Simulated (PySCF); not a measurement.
Electron correlation in Mo⁻ (molybdenum, charge -1)

[Kr] 4d5 5s2, high-spin 6S determinant. Computed with PySCF 2.14 in def2-TZVPPD with the def2 core potential (28 electrons) (6s4p3d2f1g, 56 functions), with a scalar-relativistic core potential. Frozen: nothing; 15 electrons correlated.

MP2 pair energies summed by pair of shells (mhartree):

```json
{"pair": "4p-4d", "energy": "-137.61", "share (%)": "35.3"}
{"pair": "4p-4p", "energy": "-79.16", "share (%)": "20.3"}
{"pair": "4d-4d", "energy": "-58.94", "share (%)": "15.1"}
{"pair": "4d-5s", "energy": "-35.72", "share (%)": "9.2"}
{"pair": "4s-4p", "energy": "-28.53", "share (%)": "7.3"}
{"pair": "5s-5s", "energy": "-15.57", "share (%)": "4.0"}
{"pair": "4s-4d", "energy": "-15.17", "share (%)": "3.9"}
{"pair": "4p-5s", "energy": "-13.98", "share (%)": "3.6"}
{"pair": "4s-4s", "energy": "-4.65", "share (%)": "1.2"}
{"pair": "4s-5s", "energy": "-0.67", "share (%)": "0.2"}
```

Total MP2 correlation energy: -390.00 mhartree.

Same-spin part -144.61 and opposite-spin part -245.39 mhartree; SCS-MP2 scales them by 1/3 and 6/5 to -342.67 mhartree.

The basis has no tight functions for the innermost shells, so their pair energies are far from complete.

The Hartree-Fock reference does not bind the outermost electron (its level is positive or very diffuse), so these energies belong to a reference that the basis holds together.

This basis was not built for core-valence correlation, so the inner-shell part is incomplete.
